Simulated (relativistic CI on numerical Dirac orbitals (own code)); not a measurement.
## Electric-dipole transitions in Tl60+

Calculated at this level of theory: Dirac-Coulomb-Breit CI, separate exchange-only KLI orbitals for each configuration, model QED, unscaled Slater integrals (own radial code, finite nucleus).

CI space (outside the closed core [Ne]): 3s²3p⁶3d³, 3s²3p⁵3d⁴, 3s3p⁶3d⁴, 3s²3p⁶3d²4s, 3s²3p⁶3d²4p, 3s²3p⁶3d²4d, 3s²3p⁵3d³4s, 3s²3p⁶3d²4f, 3s²3p⁵3d³4p, 3s3p⁶3d³4s, 3p⁶3d⁴4p, 3s²3p⁶3d4s4p, 3s3p⁶3d³4p, 3s²3p⁶3d²5s, 3s²3p⁶3d²5p, 3s²3p⁶3d4p4d, 3s²3p⁶3d²5d, 3s²3p⁶3d²5f, 3s²3p⁶3d²5g, 3s3p⁶3d²4s4p, 3s²3p⁶3d²6s, 3p⁶3d⁵, 3p⁵3d⁶, 3p⁵3d⁵4s, 3p⁶3d⁴4s, 3p⁵3d⁴4s², 3s²3p⁶3d4s², 3s²3p⁶4s²4p, 3s²3p⁶4s²4d, 3s²3p⁶3d4s4d, 3s²3p⁶4s4p4d, 3s²3p⁶4s4d², 3s²3p⁵3d4s²4d, 3s²3p⁶3d4p², 3s²3p⁶4s4p², 3s²3p⁶4p³, 3s²3p⁶4p²4d, 3s²3p⁵3d4s4p², 3s²3p⁶3d4d², 3s²3p⁶4p4d², 3s²3p⁶4d³, 3s²3p⁵3d4s4d², 3s3p⁶3d²4s², 3s3p⁶3d4s²4p, 3s3p⁶3d4s²4d. Double excitations out of closed p, d and f shells are left out; levels of such configurations are missing from the list, as are those of other unlisted configurations, and high levels can miss mixing partners. These lack a partner that the ground configuration has and come out too high: 3s²3p⁵3d³4p.

```csv
λ vac (Å),Lower,Upper,A (s⁻¹),log gf,S velocity/length
4.3692,3s²3p⁶3d³ ⁴F3/2 [1],3s²3p⁵3d³4s ²F°5/2 [344],4.34e+13,-0.13,0.97
13.640,3s²3p⁶3d³ ²G7/2 [5],3s²3p⁵3d⁴ ²D°5/2 [145],6.23e+12,0.02,0.82
13.741,3s²3p⁶3d³ ²H9/2 [4],3s²3p⁵3d⁴ ²F°7/2 [144],9.69e+12,0.34,0.81
13.805,3s²3p⁶3d³ ⁴F9/2 [9],3s²3p⁵3d⁴ ⁴D°7/2 [165],5.25e+12,0.08,0.81
13.825,3s²3p⁶3d³ ⁴F7/2 [8],3s²3p⁵3d⁴ ²F°5/2 [160],6.71e+12,0.06,0.81
13.866,3s²3p⁶3d³ ²H11/2 [12],3s²3p⁵3d⁴ ²G°9/2 [166],8.40e+12,0.38,0.81
13.918,3s²3p⁶3d³ ⁴F9/2 [9],3s²3p⁵3d⁴ ²G°9/2 [159],3.78e+12,0.04,0.82
13.975,3s²3p⁶3d³ ²F7/2 [14],3s²3p⁵3d⁴ ²F°7/2 [168],6.85e+12,0.21,0.81
13.997,3s²3p⁶3d³ ⁴F3/2 [1],3s²3p⁵3d⁴ ⁴D°1/2 [137],1.29e+13,-0.12,0.81
14.025,3s²3p⁶3d³ ²H11/2 [12],3s²3p⁵3d⁴ ²H°11/2 [162],8.96e+12,0.50,0.82
14.026,3s²3p⁶3d³ ²G9/2 [18],3s²3p⁵3d⁴ ²F°7/2 [190],7.97e+12,0.27,0.81
14.029,3s²3p⁶3d³ ⁴F9/2 [9],3s²3p⁵3d⁴ ⁴D°7/2 [158],4.35e+12,0.01,0.81
14.104,3s²3p⁶3d³ ²D5/2 [7],3s²3p⁵3d⁴ ²D°5/2 [145],6.64e+12,0.07,0.81
14.133,3s²3p⁶3d³ ²G9/2 [18],3s²3p⁵3d⁴ ²H°11/2 [188],6.21e+12,0.35,0.82
14.329,3s²3p⁶3d³ ⁴F5/2 [2],3s²3p⁵3d⁴ ⁴D°3/2 [139],4.76e+12,-0.23,0.81
14.336,3s²3p⁶3d³ ²G7/2 [5],3s²3p⁵3d⁴ ²G°7/2 [142],3.48e+12,-0.07,0.81
14.373,3s²3p⁶3d³ ²H9/2 [4],3s²3p⁵3d⁴ ²H°9/2 [140],5.00e+12,0.19,0.81
15.657,3s²3p⁵3d⁴ ⁴G°11/2 [26],3s3p⁶3d⁴ ⁴F9/2 [192],6.01e+12,0.34,0.91
24.976,3s²3p⁶3d³ ²H11/2 [12],3s²3p⁵3d⁴ ²G°9/2 [121],2.16e+12,0.31,0.69
24.979,3s²3p⁶3d³ ⁴F5/2 [2],3s²3p⁵3d⁴ ⁴F°5/2 [73],1.50e+12,-0.07,0.71
25.077,3s²3p⁶3d³ ⁴F3/2 [1],3s²3p⁵3d⁴ ²D°3/2 [35],2.34e+12,-0.05,0.70
25.150,3s²3p⁶3d³ ²H9/2 [4],3s²3p⁵3d⁴ ²F°7/2 [79],9.97e+11,-0.12,0.69
25.281,3s²3p⁶3d³ ⁴F5/2 [2],3s²3p⁵3d⁴ ⁴D°3/2 [69],1.50e+12,-0.24,0.70
25.319,3s²3p⁶3d³ ²H9/2 [4],3s²3p⁵3d⁴ ²H°9/2 [76],2.03e+12,0.29,0.71
25.327,3s²3p⁶3d³ ²G7/2 [5],3s²3p⁵3d⁴ ²F°5/2 [77],1.60e+12,-0.03,0.69
25.380,3s²3p⁶3d³ ²D5/2 [7],3s²3p⁵3d⁴ ²D°5/2 [83],1.96e+12,0.06,0.70
25.424,3s²3p⁶3d³ ²G7/2 [5],3s²3p⁵3d⁴ ²G°7/2 [75],1.83e+12,0.15,0.70
25.557,3s²3p⁶3d³ ⁴F3/2 [1],3s²3p⁵3d⁴ ²F°5/2 [34],1.97e+12,0.06,0.71
25.736,3s²3p⁶3d³ ⁴F9/2 [9],3s²3p⁵3d⁴ ²H°9/2 [109],1.61e+12,0.20,0.70
25.964,3s²3p⁶3d³ ²H11/2 [12],3s²3p⁵3d⁴ ²H°11/2 [113],1.56e+12,0.28,0.70
```

Terms are leading LS components. Brackets give the number of a level in order of energy, since labels repeat. The list gives strong lines, with weight on those to low levels, among the lowest 400 of 4747 levels, so that lines to higher ones, which can be the strongest, are missing. Levels whose partners in the same complex of configurations lie outside the list can be far off, and so can their lines. Rates are taken at the computed energies, electric ones in the length gauge. A velocity-to-length ratio far from 1 marks an uncertain rate.

At this charge energies of transitions that change n are usually good to better than 1 %, and those within a shell (Δn = 0) to a few per cent.

LS names give the leading component of a level, which can be under half, so a name can repeat, a term be missing and a line seem to break the LS rules.
